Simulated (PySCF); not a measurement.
## CBCl2N: core ionisation energies

BCl2(CN), CBCl2N.
Structure used (PBE0-D3(BJ)/def2-SVP), in Å, numbered top down from 1:
```xyz
5
CBCl2N angstrom
B      0.2544    0.4422    0.0052
Cl     1.9862    0.4150    0.0590
Cl    -0.6349    1.9295   -0.0242
C     -0.5138   -0.8907   -0.0133
N     -1.0919   -1.8960   -0.0266
```

Computed with delta-SCF UKS SCAN, pcX-2 on the ionised atom, pcseg-1 elsewhere, spin-free X2C (PySCF 2.14.0). Binding energies are ΔSCF values: E(core-ionised, relaxed orbitals) − E(ground state) at a fixed geometry, referred to the vacuum level.

Task: Give the core binding energies atom by atom.

Result: 
| atom(s) | bonded to | level | binding energy (eV) | 2p1/2 (eV) | count |
| --- | --- | --- | --- | --- | --- |
| Cl2/Cl3 | B | Cl 1s | 2830.07 | – | 2 |
| N5 | C | N 1s | 406.12 | – | 1 |
| C4 | N and B | C 1s | 292.77 | – | 1 |
| Cl2/Cl3 | B | Cl 2p3/2 | 207.48 | 209.13 | 2 |
| B1 | 2 Cl and C | B 1s | 199.85 | – | 1 |

Task: Which photon wavelength matches the Cl 2p3/2 of Cl2/Cl3 threshold?

Result: λ = hc/E = 12398.42 eV Å / 207.48 eV = 59.757 Å.

Atoms equivalent by their bonding share one computed value, that of the first of them. The 2p values aren't plain energy differences: one relaxed spin-free 2p hole is combined with a matrix within the shell (ground-state 2p orbital-energy differences and spin–orbit coupling). 2p3/2, the mean of its two sublevels, lies a third of the splitting below the shell's mean and 2p1/2 two thirds above it; the statistical areas are 2:1. 2p1/2 minus 2p3/2 (ligand field included): Cl 1.65 eV. Geometry: PBE0-D3(BJ)/def2-SVP; no solvent, vibrations or thermal averaging.
